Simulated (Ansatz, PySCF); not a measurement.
Lewis adduct: BH3 (SMILES B) (first 4 atoms) with H2S (SMILES S); geometry from B3LYP-D3(BJ)/def2-TZVP, rigid monomers moved along the line of their centres of mass till B1···S5 is 1.83 Å.
(charge 0, multiplicity 1):
```json
[
 {"atom": "B", "x (Å)": "-0.4494", "y (Å)": "-0.3252", "z (Å)": "0.6695"},
 {"atom": "H", "x (Å)": "0.4057", "y (Å)": "-0.8871", "z (Å)": "0.0385"},
 {"atom": "H", "x (Å)": "-1.2478", "y (Å)": "-1.0569", "z (Å)": "1.1911"},
 {"atom": "H", "x (Å)": "-0.8794", "y (Å)": "0.6904", "z (Å)": "0.2021"},
 {"atom": "S", "x (Å)": "0.5216", "y (Å)": "0.1681", "z (Å)": "2.1351"},
 {"atom": "H", "x (Å)": "-0.3070", "y (Å)": "1.0107", "z (Å)": "2.7801"},
 {"atom": "H", "x (Å)": "1.2857", "y (Å)": "1.1741", "z (Å)": "1.6700"}
]
```

Interaction energies are E(AB) − E(A) − E(B) at the monomers' geometry in the complex; basis-set methods are counterpoise corrected. Rows marked so take none.

Rows in 6-31G*, STO-3G carry no dispersion term and start afresh at each structure (6-31G* with six Cartesian d functions).

Run with Ansatz (Gaussian orbitals); PySCF for 6-31G* rows, STO-3G rows, the dispersion terms. Each number belongs to the level named beside it.

Question: One of these levels gives -19.56 kcal/mol for the interaction energy. Name it.
(A) PBE-D3(BJ)/def2-TZVPPD
(B) HF/STO-3G (no counterpoise)
(C) BP86/6-31G* (no counterpoise)
(D) HF/6-31G*

Answer: C, BP86/6-31G* (no counterpoise). The others give -29.46 (HF/STO-3G (no counterpoise)), -0.33 (HF/6-31G*), -26.32 (PBE-D3(BJ)/def2-TZVPPD)

Ansatz is an electronic-structure program.
